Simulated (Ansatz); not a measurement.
The cluster Sn3Bi2. Total charge 0; singlet. Geometry PBE-D4/def2-SVP, basis def2-TZVP, Ansatz.

Cartesian coordinates in Å:
```
Bi -1.826 -0.999 -1.013
Bi -0.736 -0.225 1.698
Sn 1.888 1.018 0.875
Sn -0.405 1.588 -0.906
Sn 1.080 -1.382 -0.655
```

```
run  HOMO (eV)  LUMO (eV)
  A      -4.90      -3.17
  B      -5.61      -2.69
  C      -5.42      -2.80
  D      -7.24      -1.28
  E      -5.10      -3.20
```

In the def2 sets Bi, Sn take a core potential; there is no spin–orbit coupling. B3LYP takes the VWN-RPA correlation. Another isomer (singlet) lies 0.21 eV lower at PBE0-D4/def2-TZVP; other spin states weren't run for this one.

The runs used B3LYP, PBE, PBE0, r2SCAN, ωB97M-V. Estimate which is which.

A PBE (0 % exact exchange); B PBE0 (25 % exact exchange); C B3LYP (20 % exact exchange); D ωB97M-V (range-separated); E r2SCAN (0 % exact exchange). Exact exchange lowers occupied and raises empty levels; among semilocal functionals meta-GGAs tend to open the gap a little, and such runs are hard to tell apart. The gap grows from 1.72 eV (PBE) to 5.96 eV (ωB97M-V).
